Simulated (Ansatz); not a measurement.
The molecule SiMo, multiplicity 7 (an upper state: multiplicity 5 came lower at CCSD(T)/def2-TZVPP on PBE0 minima). No spin–orbit coupling.

The constants come from a fifth-degree fit in 1/R (seven points, main isotopes). Runs in def2 and cc sets follow the lowest solution found near the PBE0 minimum.

Programs: Ansatz (a program for electronic structure) with Gaussian orbitals. Values without a source in brackets are computed. In def2 rows elements past Kr take small-core potentials, without spin–orbit coupling.

**Question.** What bond length and harmonic frequency does PBE/def2-TZVPP give?

**Answer.** r_e = 2.528 Å, ω_e = 304 cm⁻¹.

**Question.** What bond length and harmonic frequency does PBE0/def2-TZVPP give?

**Answer.** r_e = 2.539 Å, ω_e = 290 cm⁻¹.

**Question.** What bond length and harmonic frequency does wB97X-V/def2-TZVPP give?

**Answer.** r_e = 2.550 Å, ω_e = 282 cm⁻¹.
